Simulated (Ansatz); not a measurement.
`C[NH][InH2]` + `[GeH3][SeH]` → `C[Se][GeH3]` + `[NH2][InH2]` at 500 K and 1 bar (substitution at a C–N bond).

Calculated with Ansatz (gas phase, PBE0-D4/def2-TZVP geometries, no zero-point term in ΔE). CCSD(T)/CBS is the MP2 limit (def2-TZVPP, def2-QZVPP) plus CCSD(T) − MP2 in def2-TZVPP, frozen cores. def2 core potentials past Kr. For Ge, In, Se outer-core shells are correlated without core-valence functions, which leaves a few kJ/mol of doubt a bond. Scalar relativity is left out up to krypton.

```tsv
species	CCSD(T)/CBS energy (Eh)	H − E (kJ/mol)	S (J/(mol·K))
`C[NH][InH2]`	-286.14916	209.9	370.3
`[GeH3][SeH]`	-4479.23116	112.4	340.9
`C[Se][GeH3]`	-4518.49012	201.0	395.1
`[NH2][InH2]`	-246.90424	126.5	321.9
```

H − E and S are ideal-gas, rigid-rotor, harmonic terms from PBE0-D4/def2-TZVP. 1 Eh = 2625.50 kJ/mol, R = 8.31446 J/(mol·K).

Question: By hand: ΔE, ΔH, ΔS and ΔG.

Answer: ΔE = (-4518.49012) + (-246.90424) − (-286.14916) − (-4479.23116) = -0.01404 Eh = -36.9 kJ/mol. Δ(H − E) = 201.0 + 126.5 − 209.9 − 112.4 = 5.2, so ΔH = -31.7 kJ/mol. ΔS = 395.1 + 321.9 − 370.3 − 340.9 = 5.8 J/(mol·K). ΔG = -31.7 − 500 × (5.8)/1000 = -34.6 kJ/mol.

Question: By hand: the equilibrium constant, and the temperature at which ΔG would vanish if ΔH and ΔS stayed fixed.

Answer: log₁₀ K = −ΔG/(RT ln 10) = 3.6. ΔH and −TΔS have one sign here, so there is no such temperature. One of them is within its doubt of zero, so this could turn.

The number of gas molecules stays the same, so ΔS is small and ΔH decides. A doubt of 5 kJ/mol in ΔE shifts log₁₀ K by 0.5 here. These are equilibria of isolated gas molecules and say nothing of rates. Largest T1 diagnostic: 0.016 (customary marks: 0.02 for closed shells, 0.045 for open ones).
